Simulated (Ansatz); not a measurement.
Mulliken charges of `N=C(N)[SeH]` from PBE/def2-TZVPP in Ansatz (PBE0-D4/def2-TZVP geometry).

```tsv
atom	x (Å)	y (Å)	z (Å)	charge (e)
N1	-0.529	1.082	-0.692	-0.265
C2	-0.105	0.134	0.023	0.070
N3	0.516	0.344	1.220	-0.256
Se4	-0.316	-1.778	-0.299	-0.099
H5	-1.085	0.773	-1.479	0.156
H6	0.701	1.314	1.428	0.176
H7	1.226	-0.310	1.501	0.172
H8	-0.316	-1.615	-1.757	0.045
```

**Question.** By hand: the dipole of these point charges (1 e Å = 4.8032 D).

**Answer.** Σ q r = (0.183, 0.036, 0.102) e Å, of length 0.213 e Å = 1.02 D.

**Question.** How does the dipole of the full density compare? (An estimate is asked.)

**Answer.** The calculation gave: (0.250, -0.134, 0.081) e Å, 1.42 D; the point charges give 0.72 times that, at 38° from its direction.

Point charges leave out the atoms' own dipoles, such as those of lone pairs, and Mulliken's split depends on the basis, so the two needn't agree.
